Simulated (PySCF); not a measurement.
Property card for `F[SiH2]C#[C][GeH3]`

C₂H₅FGeSi.
Atom-mapped SMILES: `[F:1][SiH2:2][C:3]#[C:4][GeH3:5]` (hydrogens: H6, H7 on Si2; H8, H9, H10 on Ge5)

Among its groups: alkyne, Si–H bond and C–Si bond.

PBE0-D3(BJ)/def2-SVP geometry optimisation, gas phase (PySCF):

```yaml
Rotational_constants_A_B_C: 13.162, 0.597, 0.579 GHz
```

From CAM-B3LYP/def2-SVPD ground state, ΔSCF and vertical TDDFT (core frozen in the response) (PySCF):

```yaml
Dipole_moment: 2.09 D
HOMO_energy: -9.61 eV
LUMO_energy: -0.04 eV
HOMO–LUMO_gap: 9.57 eV
Lowest_singlet_excitation: 5.39 eV (230 nm, f = 0.000)
Strongest_line_among_the_10_lowest_singlet_transitions: S7 at 7.87 eV (158 nm, f = 1.344)
Lowest_triplet_excitation_Tamm–Dancoff: 4.56 eV
Static_isotropic_polarisability: 80.9 au
Vertical_ionisation_energy: 10.41 eV
Electronic_spatial_extent_⟨r²⟩_about_the_centre_of_nuclear_charge: 1671 bohr²
```

**PBE0/pcSseg-1 ground state and GIAO shieldings, non-relativistic (PySCF)**

```yaml
Lowest_Hirshfeld_atomic_charge: -0.21 e on F1
Highest_Hirshfeld_atomic_charge: +0.45 e on Si2
13C_chemical_shifts_computed_TMS_as_zero_by_class: 117.3 (C4), 115.0 (C3) ppm
1H_chemical_shifts_computed_TMS_as_zero_by_class: 5.02 (H6/H7), 4.30 (H8/H9/H10) ppm
Isotropic_shieldings_of_nuclei_other_than_C_and_H_by_class: 387 (F1), 385 (Si2), 1609 (Ge5) ppm
Mayer_bond_orders_between_heavy_atoms: F1–Si2 0.93, Si2–C3 0.97, C3–C4 2.63, C4–Ge5 0.79
```

Monoisotopic mass (most abundant isotopes): 149.9356 u.

S1 lies 4.18 eV below the HOMO–LUMO gap; its leading configuration is HOMO→LUMO, weight 0.85. The 10 singlets span 5.39 to 8.42 eV, and their oscillator strengths add up to 1.42. In atomic units the dipole is 0.82 e·bohr (1 au = 2.5417 D). No computed singlet falls in the visible range (750 to 380 nm, 1.65 to 3.26 eV); S1 lies 2.13 eV above its blue end. The principal polarisabilities are 63.9, 65.1 and 113.6 au; their mean is the isotropic value. The ΔSCF ionisation energy exceeds −ε(HOMO) by 0.80 eV with CAM-B3LYP. The largest Löwdin shares of the HOMO are 0.36 on C3, 0.36 on C4, 0.07 on Si2 and 0.07 on Ge5.

 Relativistic effects, spin–orbit coupling among them, are left out although an element past zinc is present. Atoms bound to Ge lack the heavy atom's spin–orbit term in their shielding, so their NMR values are less reliable.
